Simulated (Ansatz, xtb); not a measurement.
## Ranking isomers of C4H5ClN2Si

7 gas-phase structures of C4H5ClN2Si, from a drawn sample of its isomers (lower ones may exist). Each was relaxed with GFN2-xTB:

A. `[SiH3]c1ccnc(Cl)n1`, a singlet
B. `[SiH3]c1ncncc1Cl`, a singlet
C. `[SiH3]c1ncc(Cl)cn1`, a singlet
D. `[SiH3]c1cnc(Cl)nc1`, a singlet
E. `[SiH3]c1nccc(Cl)n1`, a singlet
F. `[SiH3]c1cc(Cl)ncn1`, a singlet
G. `[SiH3]c1cncnc1Cl`, a singlet

Which do you expect lowest at r2SCAN-D4/def2-SVP, and how would the others follow?

Calculated order at r2SCAN-D4/def2-SVP: G (0.000), D (0.098), F (0.149), A (0.184), E (0.198), B (0.284), C (0.351) eV. Less than 1 kcal/mol parts F and A; A and E, so the order within those pairs means little.

Energies above the lowest of each column, in eV; the last columns are at PBE0-D3(BJ)/def2-SVP geometries and were run for some of them only (a dash: not run or not comparable):

| structure | GFN2-xTB | HF/STO-3G | r2SCAN-D4/def2-SVP | PBE0-D3(BJ)/def2-SVP | CCSD(T)/def2-SVP + ΔMP2/def2-TZVPP |
| --- | --- | --- | --- | --- | --- |
| G | 0.000 | 0.000 | 0.000 | 0.000 | 0.000 |
| D | 0.097 | 0.057 | 0.098 | 0.111 | 0.111 |
| F | 0.131 | 0.049 | 0.149 | 0.168 | 0.143 |
| A | 0.135 | 0.080 | 0.184 | 0.198 | 0.199 |
| E | 0.139 | 0.025 | 0.198 | 0.220 | 0.194 |
| B | 0.150 | 0.116 | 0.284 | 0.281 | 0.256 |
| C | 0.248 | 0.118 | 0.351 | – | – |

Every level run on G puts it lowest or level with the lowest. CCSD(T)/def2-SVP + ΔMP2/def2-TZVPP orders those it was run on as G (0.000), D (0.111), F (0.143), E (0.194), A (0.199), B (0.256) eV. Less than 1 kcal/mol parts D and F; E and A, so the order within those pairs means little. A keeps a small imaginary mode. Frequencies (GFN2-xTB) were run for A, B, D, E, F, G alone. ΔMP2 is the change of the MP2 energy from the smaller to the larger basis.

Over these structures GFN2-xTB departs from r2SCAN-D4/def2-SVP by 0.040 eV on average once a common shift is removed. A GFN2-xTB relaxation took about 0.19 s and the r2SCAN-D4/def2-SVP energy about 6 s on a shared host (Ansatz 0.2.0, xtb 6.7.1).
